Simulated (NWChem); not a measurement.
BH₂SeF; SMILES [SeH]BF

```xyz
5

B     -0.5553    -1.0790     0.0000
F      0.3169    -2.0709     0.0000
H     -1.7359    -1.3251     0.0000
Se     0.1241     0.7310     0.0000
H     -1.2167     1.3306     0.0000
```
Atoms are numbered in this order, from 1.

Computed with NWChem. Structure relaxed at the PBE0/def2-SVP level. Static field.

**Question.** Order these by “isotropic polarisability (bohr³)”, lowest first: LDA (Slater exchange, VWN5)/def2-SVPD; BHandHLYP/def2-SVPD; B3LYP/def2-SVPD.

**Answer.** BHandHLYP/def2-SVPD (42.6), B3LYP/def2-SVPD (44.3), LDA (Slater exchange, VWN5)/def2-SVPD (45.8)
